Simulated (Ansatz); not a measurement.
Consider the cleavage of the Si–Al bond: `[CH3][Al]([OH])[SiH2]F` + `CN[SiH](O)O` → `CN([SiH2]F)[SiH](O)O` + `[CH3][AlH][OH]`.

Isolated molecules relaxed with PBE0-D4/def2-TZVP in Ansatz; ΔE leaves out vibrations. CCSD(T)/CBS is the MP2 limit (def2-TZVPP, def2-QZVPP) plus CCSD(T) − MP2 in def2-TZVPP, frozen cores. Functionals use def2-TZVPP. One conformer a species, not always the lowest.

CCSD(T)/CBS gives -82.4 kJ/mol.

(1) Another level gave -82.4 kJ/mol. Which?
A. PBE-D4/def2-TZVPP
B. r2SCAN/def2-TZVPP
C. HF/def2-TZVPP
D. SCS-MP2/def2-TZVPP

Largest T1 diagnostic among the species: 0.012.

Answers

(1) C. HF/def2-TZVPP -82.4, PBE-D4 -62.5, r2SCAN -76.9, SCS-MP2/def2-TZVPP -90.7 kJ/mol.

The D4 term adds −10.3 kJ/mol with B3LYP and −5.4 kJ/mol with PBE0; it sums over pairs of atoms, weighted by their polarisabilities, and B3LYP, whose exchange is more repulsive, gets the larger term. From PBE to PBE0 (25 % exact exchange), in def2-TZVPP and without D4, ΔE moves by −7.1 kJ/mol.

B3LYP here is the variant with VWN-RPA as its local correlation; programs differ in this.
